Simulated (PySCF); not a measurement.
Run times: cadmium in x2c-TZVPall

Measured wall times of calculations with PySCF 2.14 in x2c-TZVPall (8s6p6d1f, 63 functions), with the spin-free X2C one-electron Hamiltonian (Gaussian nucleus), run from one Python driver. Hardware: 1 thread of Neoverse-N1 on a shared host, 1.3 GiB allowed. The two-electron integrals over 63 functions were computed once and kept in memory (2.3 CPU seconds with the set-up); the times below exclude them. Kohn-Sham runs start from converged Hartree-Fock orbitals.

Launch command (the driver calls PySCF for each step listed in the task file):

```bash
OMP_NUM_THREADS=1 python atomrun2.py TASK.json OUT
```

```csv
species,step,iterations,wall time (s)
Cd⁺ [Kr] 4d10 5s1,UHF,1,0.41
Cd⁺ [Kr] 4d10 5s1,B3LYP,6,1.6
Cd⁺ [Kr] 4d10 5s1,MP2 (11 electrons),,0.2
Cd²⁺ [Kr] 4d10,UHF,1,0.36
Cd²⁺ [Kr] 4d10,M06-2X,5,2.6
Cd²⁺ [Kr] 4d10,B3LYP,6,1.6
Cd²⁺ [Kr] 4d10,MP2 (10 electrons),,0.2
```

Roughly how long does M06-2X take for Cd⁺ [Kr] 4d10 5s1 here?

About 3.4 s.

Peak memory of the process: 0.23 GiB. Times on a shared host vary from run to run.
